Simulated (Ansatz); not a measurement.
Input file for Ansatz (a program for electronic structure): R-BLYP/def2-TZVPP on CH5AlS (SMILES C[S][AlH2]), a point of a torsion scan.

Ansatz 0.2 input:
```yaml
crystal:
  periodic: [false, false, false]
  atoms:
    - {symbol: C, position_ang: [1.31364874, 0.21219197, 0.14863949]}
    - {symbol: S, position_ang: [0.19533230, -1.12466762, 0.74358428]}
    - {symbol: Al, position_ang: [-1.56147239, -0.54156953, -0.43280955]}
    - {symbol: H, position_ang: [0.79717114, 0.85527093, -0.56899240]}
    - {symbol: H, position_ang: [2.17361528, -0.25557987, -0.31938723]}
    - {symbol: H, position_ang: [1.62988164, 0.79126171, 1.01004741]}
    - {symbol: H, position_ang: [-2.89936804, -1.29469438, -0.38698126]}
    - {symbol: H, position_ang: [-1.43249431, 0.69377192, -1.35303035]}
basis:
  gaussian:
    orbitals: def2-TZVPP
hamiltonian:
  xc: {name: BLYP}
scf: {lower_state_search: off}
```

The log:

```
WARN ansatz: RAYON_NUM_THREADS=1 ignored (pool sized by the plan → 1); use --threads N
Functional definition: BLYP
these checks for a lower state are left out or cut short: stability, starts, cluster_reference, orbital_swaps, neighbouring_geometries, increment
integrals: 0.09 GiB planned
1028 factors; their error is unknown
mean field: 0.66 GiB planned
mean field evaluation 1: about -18543.3091 eV, gradient 5.9e1 eV
mean field evaluation 2: about -18528.6247 eV, gradient 8.8e1 eV
mean field evaluation 4: about -18551.5833 eV, gradient 6.1e0 eV
mean field evaluation 8: about -18551.6843 eV, gradient 1.5e-1 eV
mean field evaluation 16: about -18551.6675 eV, gradient 1.3e-4 eV
mean field -18551.66753171 eV, -681.7612070186 hartree, gradient 2.3e-6 eV, S^2 0.000000; 0 other end points of the search recorded, 0 dependent functions left out
reference -18551.66789189 eV, -681.7612202547 hartree; 20, 20 occupied and 165, 165 virtual orbitals, 1028 factors
Total energy: -18551.66789189 eV, -681.7612202547 hartree
Checks for a lower state left out: stability, starts, cluster_reference, orbital_swaps, neighbouring_geometries, increment
```

Self-consistency was reached.

Cost: about 1.5 core-seconds (a rough figure).
